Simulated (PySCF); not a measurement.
Telling isomers of C₅H₆N₂O apart by NMR

Computational details: shieldings: GIAO PBE0/pcSseg-1, GFN2-xTB structure, spin–spin couplings from B3LYP/pcJ-1 (spin–dipole term left out of most H,H and C,H couplings), in PySCF 2.14 (one conformer, rapidly exchanging positions averaged, no solvent model, non-relativistic Hamiltonian).

Shifts are taken against calculated references (same method and geometry level): ¹H and ¹³C vs TMS. Multiplet labels drop J under 1 Hz and among equivalent protons, and merge close values. Unscaled 3J(H,H) run several per cent high. Where no couplings were computed, multiplicities follow the n + 1 count of equivalent neighbours, and m marks all less simple cases (inequivalent or close neighbours, rings, F or P nearby). Vicinal couplings that depend on rotamer populations or ring flexing (ring, CH–CH, X–H and H–F types) are those of the one conformer. Acid and N–H amide carbonyl carbons lie up to 10 ppm further downfield in solution (hydrogen bonding). Shifts are as computed. Against solution values, carbons near 30 ppm lie about +3 ppm off and those near 130 ppm about +5 ppm. Of 1211 compounds with measured shifts, 218 miss one by over three times the rms of a fit or turn the order of signals round; such compounds aren't used in these exercises. OH and NH positions are gas-phase values without hydrogen bonding to other molecules.

(1) Tabulate the signals of `COc1cnccn1`, `C=C(CC#N)NC=O`, `CC(=O)N/C=C/C#N`, `Nc1cnccc1O`, `C=CCc1ncno1` and their relative energies.

(2) What is the quickest way to tell C=C(CC#N)NC=O from C=CCc1ncno1?

(3) What is the quickest way to tell C=C(CC#N)NC=O from Nc1cnccc1O?

(4) What is the quickest way to tell C=C(CC#N)NC=O from CC(=O)N/C=C/C#N?

Answers

(1) 
```tsv
SMILES	carbon types	δC	δH	E rel. (kcal/mol)
COc1cnccn1	1×C 3×CH 1×CH3	167.6, 147.6, 142.1, 140.1, 55.9	8.56 (s, 1H), 8.45 (m, 1H), 8.39 (m, 1H), 4.15 (s, 3H)	11.6
C=C(CC#N)NC=O	2×C 1×CH 2×CH2	159.7, 144.2, 120.7, 99.6, 24.2	8.07 (dd, 1H), 6.16 (br, 1H), 5.14 (dtd, 1H), 4.68 (dt, 1H), 4.04 (t, 2H)	18.6
CC(=O)N/C=C/C#N	2×C 2×CH 1×CH3	167.8, 148.5, 121.7, 80.6, 24.4	7.86 (m, 1H), 6.54 (br, 1H), 4.57 (d, 1H), 2.05 (s, 3H)	7.4
Nc1cnccc1O	2×C 3×CH	154.2, 144.1, 140.5, 136.1, 112.9	8.26 (s, 1H), 8.06 (d, 1H), 6.47 (d, 1H), 4.15 (br s, 1H), 3.49 (br s, 2H)	0.0
C=CCc1ncno1	1×C 2×CH 2×CH2	185.0, 163.2, 141.5, 126.4, 37.5	8.36 (s, 1H), 6.26 (m, 1H), 5.72 (m, 1H), 5.51 (m, 1H), 3.84 (d, 2H)	42.3
```

Energies are electronic energies at PBE0/pcSseg-1 on these geometries, without zero-point or thermal terms, each for the one conformer computed, which needn't be the lowest.

(2) Both give the same number of carbon signals, but DEPT or the intensities differ. The first has a nitrile carbon (C) at 120.7 ppm, the second a substituted aromatic carbon next to the ring oxygen (C) at 185.0 ppm. Their most deshielded carbons lie at 159.7 and 185.0 ppm.

(3) Both give the same number of carbon signals, but DEPT or the intensities differ. The first has a β carbon of an enol-ether or enamine type C=C (CH2) at 99.6 ppm, the second an aromatic CH at 112.9 ppm. Their most deshielded carbons lie at 159.7 and 154.2 ppm.

(4) Both give the same number of carbon signals, but DEPT or the intensities differ. The first has a β carbon of an enol-ether or enamine type C=C (CH2) at 99.6 ppm, the second a β carbon of an enol-ether or enamine type C=C (CH) at 80.6 ppm. Their most deshielded carbons lie at 159.7 and 167.8 ppm.
